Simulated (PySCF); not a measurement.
A calculated (UHF, PySCF 2.14, cc-pVTZ, the non-relativistic Hamiltonian (point nucleus)) atom or ion has these occupied shells.

```
shell  electrons  orbital energy (eV)  rms radius, mean of both spins (bohr)
 1s α          1              -740.08                                  0.204
 1s β          1              -737.19                                  0.204
 2s α          1              -65.383                                   1.06
 2s β          1              -54.324                                   1.06
 2p α          3              -40.729                                   1.10
 2p β          1              -35.656                                   1.10
```

(1) Name the element and its charge.

Results:

(1) F⁺ (fluorine, charge +1), in [He] 2s2 2p4, high-spin 3P determinant.
